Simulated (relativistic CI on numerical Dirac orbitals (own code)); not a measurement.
## Hyperfine structure of W8+, mass number 183

Computed by Dirac-Coulomb-Breit CI, separate exchange-only KLI orbitals for each configuration, QED by a radiative potential, unscaled Slater integrals (own radial code, finite nucleus).

Configurations in the expansion (outside the closed core [Kr] 4d10): 4f¹⁴5s²5p⁴, 4f¹³5s²5p⁵, 4f¹⁴5s5p⁵, 4f¹⁴5s²5p³5d, 4f¹³5s²5p⁴5d, 4f¹⁴5s5p⁴5d, 4f¹⁴5s²5p³5f, 4f¹³5s²5p⁴6s, 4f¹⁴5p⁶, 4f¹³5p⁶5d. Double excitations out of closed p, d and f shells are left out; levels of such configurations are missing from the list, as are those of other unlisted configurations, and high levels can miss mixing partners. These lack a partner that the ground configuration has and come out too high: 4f¹³5s²5p⁴6s.

Nuclear spin I = 1/2, μ = 0.11739 μN (tables of Stone and Pyykkö). The electronic factors are computed for point nuclear moments, without core polarisation or the Bohr-Weisskopf and QED corrections.

```csv
Level,E (cm⁻¹),A (MHz)
4f¹⁴5s²5p⁴ ³P2,0.0,1579
4f¹³5s²5p⁵ ³F4,18481.6,597.7
4f¹³5s²5p⁵ ¹F3,19474.3,383.1
4f¹³5s²5p⁵ ³G5,23833.9,734.5
4f¹³5s²5p⁵ ³F3,33970.6,896.5
4f¹³5s²5p⁵ ¹D2,35305.6,8.398
4f¹³5s²5p⁵ ³D2,40678.1,618.6
4f¹³5s²5p⁵ ³G4,47530.5,1009
```

Levels with J = 0, under 50 % of one LS term, or S terms without an open s electron are left out. Small factors come from cancelling terms and can be off by tens of per cent or more.

At this charge configurations can still be misplaced by up to about 7 % of their energy. Levels and lines within the n = 5 or 6 shells can be off by up to 10 % or somewhat more, and those that change n by about 2 %, since core polarisation is missing. Levels that differ in their count of f electrons can be misplaced by several ten thousand cm⁻¹, since the correlation energy of f electrons is missing or only estimated; rates across such gaps can be off by orders of magnitude.

(1) Give the hyperfine levels of 4f¹⁴5s²5p⁴ ³P2 relative to its centre of gravity.

Results:

(1) With K = F(F + 1) − I(I + 1) − J(J + 1), E = AK/2: F = 3/2: -2369, F = 5/2: 1579 MHz.

LS names give the leading component of a level, which can be under half, so a name can repeat, a term be missing and a line seem to break the LS rules.
